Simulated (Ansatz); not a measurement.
Geometry optimisation, RKS r2SCAN-D4/6-31G* in Ansatz 0.2.0.

Input:

```yaml
crystal:
  periodic: [false, false, false]
  atoms:
    - { symbol: Al, position_ang: [-0.026799, -0.39097, -0.066462] }
    - { symbol: Cl, position_ang: [0.068964, -0.658975, 2.108238] }
    - { symbol: O, position_ang: [1.39085, -0.372955, -0.990596] }
    - { symbol: H, position_ang: [2.246566, -0.499456, -0.565484] }
    - { symbol: O, position_ang: [-1.526044, -0.290941, -0.845398] }
    - { symbol: H, position_ang: [-2.339464, -0.333535, -0.330832] }
    - { symbol: H, position_ang: [0.059164, 2.257713, 0.70342] }
    - { symbol: H, position_ang: [0.071362, 1.755619, 1.205714] }
basis:
  gaussian: { orbitals: "6-31G*" }
hamiltonian:
  xc: r2scan
  dispersion: d4
relax:
  f_tol: 0.03
  max_steps: 50
output:
  orbitals: {}
```

Launched with:

```bash
$ ansatz run input.yaml --threads 2 --pin off --max-ram 3072MiB --backend cpu --events-out ev --progress --plain --runs-dir out
```

Q: Where does it end, and by what steps?

A: The run converged. The force dipped under the threshold on the way, but the program's further checks kept it going. After 10 steps the energy has fallen by 0.129 eV; Cl2 moved furthest, 0.40 Å.

```tsv
step	energy less start (eV)	largest force component (eV/Å)	accepted
0	0.0000	1.105	yes
1	-0.1022	0.463	yes
2	-0.1094	0.539	yes
3	-0.1202	0.242	yes
4	-0.1245	0.137	yes
5	-0.1259	0.040	yes
6	-0.1281	0.013	yes
7	-0.1258	0.373	no
8	-0.1288	0.039	yes
9	-0.1290	0.033	yes
10	-0.1290	0.017	yes
```

```xyz
8
Properties=species:S:1:pos:R:3
Al -0.029 -0.463 0.000
Cl 0.052 -1.050 2.025
O 1.387 -0.311 -0.920
H 2.248 -0.488 -0.525
O -1.517 -0.222 -0.778
H -2.345 -0.349 -0.300
H 0.047 2.297 0.508
H 0.102 2.052 1.209
```

Whether the end is a true minimum wasn't checked by a vibrational analysis.

Run time: 16 s on 2 threads of Intel(R) Xeon(R) 6975P-C (Granite Rapids), on a shared host, peak memory 0.19 GiB.
